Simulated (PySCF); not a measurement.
Two species compared at the same levels of theory.

First species: N-formylpyrrolidine, C5H9NO.
Z-matrix (Å and degrees, GFN2-xTB geometry), rows numbered from 1:
```
O 
C   1  1.2093
N   2  1.3367  1  125.05
C   3  1.4540  2  122.23  1     0.41
C   4  1.5255  3  103.86  2   166.36
C   5  1.5287  4  102.58  3    31.24
C   3  1.4496  2  125.64  1   178.42
H   2  1.1076  1  122.80  3  -179.98
H   4  1.0959  3  109.63  2   -74.44
H   4  1.0916  3  109.85  2    44.22
H   5  1.0875  4  112.36  3   152.63
H   5  1.0907  4  110.26  3   -85.95
H   6  1.0906  5  109.96  4    78.36
H   6  1.0878  5  112.99  4  -159.94
H   7  1.0976  3  110.14  2   -72.16
H   7  1.0927  3  110.97  2    47.92
```

Second species: C5H6F3P.
InChI=1S/C5H6F3P/c6-4(7)5(8)9-3-1-2-3/h3,9H,1-2H2

Levels: B3LYP/def2-SVPD for HOMO energy, LUMO energy, HOMO–LUMO gap and static isotropic polarisability; TDDFT B3LYP/def2-SVPD for lowest singlet excitation; TDA B3LYP/def2-SVPD for lowest triplet excitation (Tamm–Dancoff). Geometries: GFN2-xTB. Each species is one conformer at its optimised geometry, gas phase, non-relativistic unless stated; the electronic structure was computed with PySCF and density fitting.

The conformers computed, where there is a choice (atom-mapped SMILES and torsion angles):
- `[F:1][C:2]([F:3])=[C:4]([F:5])[PH:6][CH:7]1[CH2:8][CH2:9]1`: C2–C4–P6–C7 114°, C4–P6–C7–C8 -68°

The conformers of `O=CN1CCCC1` aren't listed.

```json
{"property": "HOMO energy", "column X": "-6.82 eV", "column Y": "-6.85 eV"}
{"property": "LUMO energy", "column X": "0.11 eV", "column Y": "-0.33 eV"}
{"property": "HOMO–LUMO gap", "column X": "6.93 eV", "column Y": "6.52 eV"}
{"property": "lowest singlet excitation", "column X": "5.50 eV", "column Y": "5.65 eV"}
{"property": "lowest triplet excitation (Tamm–Dancoff)", "column X": "4.86 eV", "column Y": "4.28 eV"}
{"property": "static isotropic polarisability", "column X": "69.5 au", "column Y": "85.9 au"}
```

Question: Which column belongs to which species?

Answer: Column X is the first species and column Y the second. The first has 16 atoms and 54 electrons, the second 15 and 78.

Question: How does each property change from the first species to the second?

Answer: HOMO energy -0.03 eV; LUMO energy -0.44 eV; HOMO–LUMO gap -0.41 eV; lowest singlet excitation +0.15 eV; lowest triplet excitation (Tamm–Dancoff) -0.58 eV; static isotropic polarisability +16.4 au.

On the first: The vertical singlet–triplet gap S1 − T1 is 0.64 eV (TDDFT singlet less Tamm–Dancoff triplet; S1: HOMO−1→LUMO, weight 0.52, beside HOMO−1→LUMO+1, weight 0.42; T1: HOMO→LUMO, weight 0.51, beside HOMO→LUMO+1, weight 0.41). S1 lies 1.43 eV below the HOMO–LUMO gap; its leading configuration is HOMO−1→LUMO, weight 0.52, beside HOMO−1→LUMO+1, weight 0.42.

On the second: The principal polarisabilities are 74.5, 77.9 and 105.5 au; their mean is the isotropic value. The 8 singlets span 5.65 to 7.15 eV, and their oscillator strengths add up to 0.29.
